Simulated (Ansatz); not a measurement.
`CB(C)[SiH2]F` + `N[SiH3]` → `F[SiH2]N[SiH3]` + `CBC` at 700 K and 1 bar (cleavage of the Si–B bond).

Computed with Ansatz on PBE0-D4/def2-TZVP structures; ΔE is electronic, products minus reactants. CBS: MP2 limit from def2 TZ/QZ plus the TZ coupled-cluster correction, frozen cores. This one scheme is used for every species. One conformer a species, not always the lowest.

```json
{"species": "`CB(C)[SiH2]F`", "CCSD(T)/CBS energy (Eh)": "-494.64628", "H − E (kJ/mol)": "344.5", "S (J/(mol·K))": "509.7"}
{"species": "`N[SiH3]`", "CCSD(T)/CBS energy (Eh)": "-346.80422", "H − E (kJ/mol)": "180.7", "S (J/(mol·K))": "336.3"}
{"species": "`F[SiH2]N[SiH3]`", "CCSD(T)/CBS energy (Eh)": "-736.37696", "H − E (kJ/mol)": "238.5", "S (J/(mol·K))": "454.3"}
{"species": "`CBC`", "CCSD(T)/CBS energy (Eh)": "-105.11307", "H − E (kJ/mol)": "282.8", "S (J/(mol·K))": "377.9"}
```

H − E and S are ideal-gas, rigid-rotor, harmonic terms from PBE0-D4/def2-TZVP, for one conformer and one mirror image of each species. 1 Eh = 2625.50 kJ/mol, R = 8.31446 J/(mol·K).

**Question.** By hand: ΔE, ΔH, ΔS and ΔG.

**Answer.** ΔE = (-736.37696) + (-105.11307) − (-494.64628) − (-346.80422) = -0.03953 Eh = -103.8 kJ/mol. Δ(H − E) = 238.5 + 282.8 − 344.5 − 180.7 = -3.9, so ΔH = -107.7 kJ/mol. ΔS = 454.3 + 377.9 − 509.7 − 336.3 = -13.8 J/(mol·K). ΔG = -107.7 − 700 × (-13.8)/1000 = -98.0 kJ/mol.

**Question.** By hand: the equilibrium constant, and the temperature at which ΔG would vanish if ΔH and ΔS stayed fixed.

**Answer.** log₁₀ K = −ΔG/(RT ln 10) = 7.3. ΔG = 0 at ΔH/ΔS = 7804 K, far beyond where these terms or the molecules hold.

The number of gas molecules stays the same, so ΔS is small and ΔH decides. A doubt of 5 kJ/mol in ΔE shifts log₁₀ K by 0.4 here. Other conformers and mirror images would add mixing entropy, several J/(mol·K) or more a flexible species. Modes under 60 cm⁻¹, often nearly free rotors, make the harmonic entropy too high. These are equilibria of isolated gas molecules and say nothing of rates. Largest T1 diagnostic: 0.011 (customary marks: 0.02 for closed shells, 0.045 for open ones).
